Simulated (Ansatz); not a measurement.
Reaction (hydrogenolysis of a C–Al bond): `C/C=[CH]/[AlH2]` + H₂ → propene + `[AlH3]`

Computed with Ansatz on PBE0-D4/def2-TZVP structures; ΔE is electronic, products minus reactants. CBS: MP2 limit from def2 TZ/QZ plus the TZ coupled-cluster correction, frozen cores. This one scheme is used for every species. DFT in def2-TZVPP. B3LYP here is the variant with VWN-RPA as its local correlation; programs differ in this. HSE06 is defined as in plane-wave codes.

`C/C=[CH]/[AlH2]`:

```xyz
11

C    -1.704   -0.321    0.789
C    -0.532    0.130   -0.013
C     0.735   -0.282    0.132
Al    2.112    0.431   -1.016
H    -2.470   -0.762    0.143
H    -2.178    0.528    1.292
H    -1.416   -1.057    1.542
H    -0.763    0.867   -0.786
H     0.918   -1.019    0.916
H     1.664    1.497   -2.108
H     3.632   -0.013   -0.892
```

H₂:

```xyz
2

H    -0.107   -0.046   -0.354
H     0.107    0.046    0.354
```

`C=CC`:

Cartesian coordinates in Å:
```
C 0.478 1.229 0.424
C 0.431 -0.091 0.319
C -0.573 -0.852 -0.476
H -0.243 1.863 -0.084
H 1.235 1.725 1.021
H 1.175 -0.685 0.848
H -0.084 -1.465 -1.241
H -1.139 -1.540 0.160
H -1.279 -0.184 -0.972
```

`[AlH3]`:

Cartesian coordinates in Å:
```
Al 0.000 0.000 0.000
H 0.000 -1.114 -1.129
H 0.027 1.534 -0.400
H -0.026 -0.420 1.529
```

```json
{"level": "LDA (SPW92)", "ΔE (kJ/mol)": "-0.2", "difference from CCSD(T)/CBS": "3.2"}
{"level": "PBE-D4", "ΔE (kJ/mol)": "1.0", "difference from CCSD(T)/CBS": "4.4"}
{"level": "revPBE-D4", "ΔE (kJ/mol)": "3.1", "difference from CCSD(T)/CBS": "6.5"}
{"level": "BLYP-D4", "ΔE (kJ/mol)": "-0.2", "difference from CCSD(T)/CBS": "3.2"}
{"level": "B97M-V", "ΔE (kJ/mol)": "-12.5", "difference from CCSD(T)/CBS": "-9.1"}
{"level": "PBE0-D4", "ΔE (kJ/mol)": "-3.6", "difference from CCSD(T)/CBS": "-0.2"}
{"level": "r2SCANh-D4", "ΔE (kJ/mol)": "-0.1", "difference from CCSD(T)/CBS": "3.3"}
{"level": "r2SCAN0-D4", "ΔE (kJ/mol)": "-2.6", "difference from CCSD(T)/CBS": "0.8"}
{"level": "HSE06-D4", "ΔE (kJ/mol)": "-3.5", "difference from CCSD(T)/CBS": "-0.1"}
{"level": "BHLYP-D4", "ΔE (kJ/mol)": "-9.5", "difference from CCSD(T)/CBS": "-6.1"}
{"level": "ωB97X-V", "ΔE (kJ/mol)": "-7.5", "difference from CCSD(T)/CBS": "-4.1"}
{"level": "ωB97M-V", "ΔE (kJ/mol)": "-4.5", "difference from CCSD(T)/CBS": "-1.1"}
{"level": "B2PLYP", "ΔE (kJ/mol)": "-7.0", "difference from CCSD(T)/CBS": "-3.6"}
{"level": "PBE-QIDH", "ΔE (kJ/mol)": "-4.9", "difference from CCSD(T)/CBS": "-1.5"}
{"level": "PBE", "ΔE (kJ/mol)": "-3.6", "difference from CCSD(T)/CBS": "-0.2"}
{"level": "BLYP", "ΔE (kJ/mol)": "-9.4", "difference from CCSD(T)/CBS": "-6.0"}
{"level": "r2SCAN", "ΔE (kJ/mol)": "0.3", "difference from CCSD(T)/CBS": "3.7"}
{"level": "PBE0", "ΔE (kJ/mol)": "-7.7", "difference from CCSD(T)/CBS": "-4.3"}
{"level": "B3LYP", "ΔE (kJ/mol)": "-11.8", "difference from CCSD(T)/CBS": "-8.4"}
{"level": "r2SCANh", "ΔE (kJ/mol)": "-1.5", "difference from CCSD(T)/CBS": "1.9"}
{"level": "r2SCAN0", "ΔE (kJ/mol)": "-4.1", "difference from CCSD(T)/CBS": "-0.7"}
{"level": "BHLYP", "ΔE (kJ/mol)": "-16.3", "difference from CCSD(T)/CBS": "-12.9"}
{"level": "CAM-B3LYP", "ΔE (kJ/mol)": "-13.6", "difference from CCSD(T)/CBS": "-10.2"}
{"level": "LC-ωPBE", "ΔE (kJ/mol)": "-11.3", "difference from CCSD(T)/CBS": "-7.9"}
{"level": "RPA@PBE/def2-TZVPP", "ΔE (kJ/mol)": "-7.1", "difference from CCSD(T)/CBS": "-3.7"}
{"level": "HF/def2-SVP", "ΔE (kJ/mol)": "-31.3", "difference from CCSD(T)/CBS": "-27.9"}
{"level": "MP2/def2-SVP", "ΔE (kJ/mol)": "-6.5", "difference from CCSD(T)/CBS": "-3.1"}
{"level": "CCSD/def2-SVP", "ΔE (kJ/mol)": "-17.9", "difference from CCSD(T)/CBS": "-14.5"}
{"level": "CCSD(T)/def2-SVP", "ΔE (kJ/mol)": "-13.7", "difference from CCSD(T)/CBS": "-10.3"}
{"level": "HF/def2-TZVPP", "ΔE (kJ/mol)": "-27.6", "difference from CCSD(T)/CBS": "-24.2"}
{"level": "MP2/def2-TZVPP", "ΔE (kJ/mol)": "2.0", "difference from CCSD(T)/CBS": "5.4"}
{"level": "SCS-MP2/def2-TZVPP", "ΔE (kJ/mol)": "-5.1", "difference from CCSD(T)/CBS": "-1.7"}
{"level": "CCSD/def2-TZVPP", "ΔE (kJ/mol)": "-10.5", "difference from CCSD(T)/CBS": "-7.1"}
{"level": "CCSD(T)/def2-TZVPP", "ΔE (kJ/mol)": "-5.2", "difference from CCSD(T)/CBS": "-1.8"}
{"level": "HF/def2-QZVPP", "ΔE (kJ/mol)": "-27.5", "difference from CCSD(T)/CBS": "-24.1"}
{"level": "MP2/def2-QZVPP", "ΔE (kJ/mol)": "3.0", "difference from CCSD(T)/CBS": "6.4"}
{"level": "SCS-MP2/def2-QZVPP", "ΔE (kJ/mol)": "-4.1", "difference from CCSD(T)/CBS": "-0.7"}
{"level": "HF/CBS(def2)", "ΔE (kJ/mol)": "-27.5", "difference from CCSD(T)/CBS": "-24.1"}
{"level": "MP2/CBS(def2)", "ΔE (kJ/mol)": "3.7", "difference from CCSD(T)/CBS": "7.1"}
{"level": "CCSD/CBS(def2)", "ΔE (kJ/mol)": "-8.8", "difference from CCSD(T)/CBS": "-5.4"}
{"level": "CCSD(T)/CBS", "ΔE (kJ/mol)": "-3.4", "difference from CCSD(T)/CBS": "0"}
```

Largest T1 diagnostic among the species: 0.011.

In def2-TZVPP, CCSD(T) changes the Hartree–Fock value by +22.4 kJ/mol (the triples alone add +5.4 kJ/mol) and MP2 by +29.6 kJ/mol. From r2SCAN to r2SCAN0 (25 % exact exchange), in def2-TZVPP and without D4, ΔE moves by −4.4 kJ/mol.
